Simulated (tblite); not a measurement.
Species: C7H15OP.
Atom-mapped SMILES: `[CH3:1][CH:2]([CH3:3])[C@@H:4]1[CH2:5][CH2:6][P@@H:7](=[O:8])[CH2:9]1` (hydrogens: H10, H11, H12 on C1; H13 on C2; H14, H15, H16 on C3; H17 on C4; H18, H19 on C5; H20, H21 on C6; H22 on P7; H23, H24 on C9)

Cartesian coordinates in Å at the GFN2-xTB level; atoms count from 1:
```
atom  x, y, z in Å
C1    -1.9741    1.3525   -0.5865
C2    -1.4301    0.1029    0.1070
C3    -2.1329   -1.1344   -0.4527
C4     0.0936    0.0008   -0.0610
C5     0.7064   -1.2062    0.6617
C6     2.2179   -1.1055    0.5002
P7     2.5735    0.6865    0.6660
O8     3.5558    1.2573   -0.2583
C9     0.8290    1.2354    0.4792
H10   -3.0592    1.3779   -0.5149
H11   -1.7021    1.3498   -1.6399
H12   -1.5860    2.2596   -0.1313
H13   -1.6544    0.1750    1.1780
H14   -1.8873   -2.0242    0.1204
H15   -1.8459   -1.2973   -1.4894
H16   -3.2114   -1.0004   -0.4147
H17    0.3225   -0.0937   -1.1289
H18    0.3382   -2.1471    0.2545
H19    0.4401   -1.1611    1.7200
H20    2.5322   -1.3954   -0.5061
H21    2.7647   -1.7148    1.2190
H22    2.8915    0.8821    2.0116
H23    0.7932    2.0811   -0.2072
H24    0.4130    1.5391    1.4410
```

Method: GFN2-xTB as coded in tblite; computed harmonic values from a numerical Hessian at the method's own geometry, unscaled. Against measured fundamentals such values can be off by several per cent, at times by over 20. Modes of hydrogen on phosphorus can be 10 to 20 % off. One conformer, not necessarily the lowest.

Harmonic wavenumbers (cm⁻¹): 32.1, 70.1, 145.0, 164.1, 218.3, 225.0, 286.3, 311.3, 349.8, 366.9, 403.7, 428.0, 478.6, 521.4, 705.2, 726.7, 777.8, 822.5, 847.8, 899.9, 922.9, 947.9, 949.9, 952.6, 981.9, 1003.8, 1031.4, 1052.4, 1088.2, 1105.1, 1144.3, 1172.3, 1177.7, 1193.6, 1203.5, 1242.0, 1265.7, 1290.0, 1300.4, 1319.7, 1326.3, 1354.0, 1410.4, 1423.4, 1432.4, 1436.8, 1483.0, 1496.7, 1504.6, 1506.2, 1517.4, 2259.0, 2917.6, 2924.4, 2952.4, 2967.7, 2975.0, 2989.2, 2992.3, 3005.5, 3029.5, 3031.7, 3033.6, 3039.4, 3049.2, 3049.6.

A = 2782, B = 799.1, C = 673.2 MHz; mass 146.086 u (most abundant isotopes); point group C1, symmetry number 1.

Zero-point energy?

Half the sum of the wavenumbers: 45617 cm⁻¹ = 130.42 kcal/mol.

Entropy at 400 K, 1 bar (ideal gas, RRHO, classical rotation)?

Translation 42.33, rotation 30.63, vibration 41.82: S = 114.8 cal/(mol K).

And Cp and H(400 K) − H(0)?

Cp = 54.94 cal/(mol K), of which vibrations give 46.99 (their classical limit is 66 R = 131.2); H(400 K) − H(0) = 12.11 kcal/mol without the zero-point energy, 8.93 from vibrations.

How do the functions run with temperature in this model?

| T (K) | S (cal/(mol K)) | Cp (cal/(mol K)) | H − H(0) (kcal/mol) | G − H(0) (kcal/mol) | ln q(vib) |
| --- | --- | --- | --- | --- | --- |
| 100 | 70.3 | 18.4 | 1.27 | -5.76 | 1.81 |
| 200 | 86.6 | 29.7 | 3.68 | -13.63 | 4.36 |
| 300 | 100.9 | 42.1 | 7.26 | -23.01 | 7.04 |
| 500 | 128.3 | 66.4 | 18.20 | -45.96 | 12.65 |
| 800 | 165.3 | 90.9 | 42.11 | -90.15 | 21.22 |
| 1000 | 186.8 | 101.6 | 61.41 | -125.41 | 26.73 |

q(vib) and H(0) count from the zero-point level.

Blend soft modes into free rotors: weight 1/[1 + (100 cm⁻¹/ν̃)⁴] for the oscillator and the rest for a rotor with moment μB/(μ + B), μ = h/(8π²ν), B = 10⁻⁴⁴ kg m². What vibrational entropy results?

38.70 cal/(mol K) in place of 41.82, which changes −T·S at 400 K by +1.25 kcal/mol.

What must be added to the electronic energy to get the Gibbs energy at 400 K and 1 bar?

ZPE + [H(400 K) − H(0)] − T·S = 130.42 + 12.11 − 45.91 = 96.62 kcal/mol.

Hindered rotation and anharmonicity are outside this model. Other conformers, if any are populated, would add a mixing term that is left out. The structure is chiral; the term R ln 2 for an equal mix with its mirror image is left out.
